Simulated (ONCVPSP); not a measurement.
**Transferability test, ONCV potential for Cu (Z = 29)**

Cu (Z = 29), optimised norm-conserving Vanderbilt (ONCV), made with ONCVPSP 4.0.1 (LDA (Perdew-Zunger), scalar-relativistic). Core [Ne], reference 3s2 3p6 3d10 4s1. Waves: 3s+4s: rc 1.00 bohr, ncon 4, nbas 7, qcut 14 1/bohr, 2 projectors; 3p: rc 1.10 bohr, ncon 3, nbas 7, qcut 11.3 1/bohr, 1 projector; 3d: rc 1.25 bohr, ncon 3, nbas 7, qcut 10.5 1/bohr, 2 projectors, debl 3.5 Ha; f scattering state at 0.35 Ha: rc 1.05 bohr, ncon 3, nbas 6, qcut 11.5 1/bohr, 2 projectors, debl 2.3 Ha. Local part: polynomial inside 0.95 bohr (lpopt 5, dvloc0 0 Ha). Core correction: polynomial model core, fcfact 0.7.

Energies are relative to the spin-unpolarised reference configuration 3s2 3p6 3d10 4s1; without spin polarisation the order of configurations can differ from experiment. Not all tests gave a result: 1 of 4 tests not solved or not reliable.

```
valence configuration  charge  ΔE all-electron (eV)  error AE − PS (meV)
     3s2 3p6 3d10 4s0      +1                 8.436                 +5.1
      3s2 3p6 3d9 4s0      +2                30.123                 -4.1
   3s2 3p6 3d10 4s0.5    +0.5                 3.304                 +2.0
```
